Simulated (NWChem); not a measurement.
System: C3H6OSi; SMILES [SiH2]1OCC=C1

```xyz
11

C      0.6325     1.3336     0.0000
C      1.3462     0.1966     0.0000
Si     0.1044    -1.1913     0.0000
O     -1.2240    -0.1562     0.0000
C     -0.8646     1.2010     0.0000
H      1.0743     2.3379     0.0000
H      2.4385     0.1952     0.0000
H      0.1167    -2.0734     1.2063
H      0.1167    -2.0734    -1.2063
H     -1.2943     1.7091    -0.8858
H     -1.2943     1.7091     0.8858
```
Atoms are numbered in this order, from 1.

Results from NWChem. Pople sets run with spherical d functions. STO-3G and 3-21G are far too small for this property and stand as cheap habits. Geometry: optimised at PBE0/def2-SVP. GIAO values for the isolated, static molecule; σ is the absolute isotropic shielding, δ = σ(reference) − σ with the isolated reference molecule computed at the same levels (13C: tetramethylsilane, 1H: tetramethylsilane, 17O: water, 29Si: tetramethylsilane).

| level | δ C2 (ppm) | δ Si3 (ppm) | δ O4 (ppm) | δ C5 (ppm) | δ H7 (ppm) | δ H8 (ppm) | δ H10 (ppm) |
|---|---|---|---|---|---|---|---|
| LDA (Slater exchange, VWN5)/pcSseg-1 | 132.2 | 11.9 | 37.6 | 84.5 | 6.32 | 6.00 | 5.11 |
| Hartree-Fock/6-31G* | 118.4 | … | … | … | 5.99 | … | … |
| Hartree-Fock/STO-3G | 118.5 | -1.6 | -98.3 | 59.7 | 6.03 | 2.47 | 2.34 |

Question: Some entries are withheld; supply them.

Answer: 
- Hartree-Fock/6-31G*, δ Si3 (ppm): 2.9
- Hartree-Fock/6-31G*, δ O4 (ppm): -15.4
- Hartree-Fock/6-31G*, δ C5 (ppm): 63.0
- Hartree-Fock/6-31G*, δ H8 (ppm): 5.26
- Hartree-Fock/6-31G*, δ H10 (ppm): 4.33
